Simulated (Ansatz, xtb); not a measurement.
**Two isomers of C4H4BCl3**

Structure I: `C#C[C@H](CCl)B(Cl)Cl`, a singlet. Structure II: `ClB(Cl)[C@@]12C[C@@H]1[C@@H]2Cl`, a singlet. Both are isolated molecules in the gas phase, relaxed with B3LYP-D3(BJ)/def2-SVP; the shapes shown needn't be the lowest conformers.

I (Å):

```xyz
12

C     0.4693    1.7739   -2.3868
C     0.4368    1.3957   -1.2360
C     0.3518    0.9116    0.1422
C     1.0537   -0.4425    0.2989
B    -1.1972    0.8589    0.5076
Cl    0.9110   -1.0070    2.0092
Cl   -1.9329    2.1544    1.4278
Cl   -2.1964   -0.4597   -0.0745
H     0.5045    2.1167   -3.4037
H     0.8415    1.6398    0.8102
H     0.5893   -1.2057   -0.3376
H     2.1229   -0.3709    0.0630
```

II (Å):

```xyz
12

C     0.4101    1.6580    0.2776
C     0.1859    1.5859   -1.2205
C    -0.4348    0.5429   -0.3657
C    -1.0010    1.3983    0.6930
B     1.6922    1.4934    1.0880
Cl    1.6273    1.3577    2.8440
Cl    3.2534    1.3872    0.2764
Cl   -2.3103    2.5877    0.3452
H     1.0448    1.2941   -1.8321
H    -0.4683    2.3470   -1.6603
H    -0.2492   -0.5313   -0.3418
H    -1.1625    0.9646    1.6827
```

Which of the two would you expect CCSD(T)/def2-SVP + ΔMP2/def2-TZVPP electronic energies to favour?

Too close to call at this level: CCSD(T)/def2-SVP + ΔMP2/def2-TZVPP gives E(II) − E(I) = +0.40 kcal/mol.

How the difference moves with the method:

```
                             level               geometry  E(II) − E(I) (kcal/mol)  departure from the last row (kcal/mol)  job, with rough time for the two
                          GFN2-xTB               GFN2-xTB                     −9.39                                   −9.79              optimisation, 0.64 s
                         HF/STO-3G               GFN2-xTB                     −2.54                                   −2.94              single point, 0.52 s
                r2SCAN-D4/def2-SVP               GFN2-xTB                     −9.67                                  −10.07               single point, 4.7 s
             B3LYP-D3(BJ)/def2-SVP  B3LYP-D3(BJ)/def2-SVP                     −2.50                                   −2.90                optimisation, 59 s
                       HF/def2-SVP  B3LYP-D3(BJ)/def2-SVP                     +3.72                                   +3.32           part of the CCSD(T) run
                      MP2/def2-SVP  B3LYP-D3(BJ)/def2-SVP                     −3.81                                   −4.22           part of the CCSD(T) run
                  CCSD(T)/def2-SVP  B3LYP-D3(BJ)/def2-SVP                     −0.89                                   −1.30                      single point
CCSD(T)/def2-SVP + ΔMP2/def2-TZVPP  B3LYP-D3(BJ)/def2-SVP                     +0.40                                                        single point, 81 s
```

As drawn, II has 3 C–C in place of 1 C≡C. Structure I has no ring, II 2 3-membered rings.

The largest departure from CCSD(T)/def2-SVP + ΔMP2/def2-TZVPP is that of r2SCAN-D4/def2-SVP, 10.07 kcal/mol. The last row adds to CCSD(T) the change of the MP2 difference between the two basis sets, here +1.30 kcal/mol.

With thermal terms from frequencies at re-optimised GFN2-xTB minima (ideal gas, soft modes damped towards free rotors, one conformer each, 298.15 K, 1 atm): the zero-point term adds +1.50 kcal/mol; ΔH is +1.08 and ΔG +2.94 kcal/mol.

The correlated steps freeze 20 core orbitals. Codes used: Ansatz 0.2.0, xtb 6.7.1; the last row on 4 threads of Arm Neoverse V1 on a shared host.
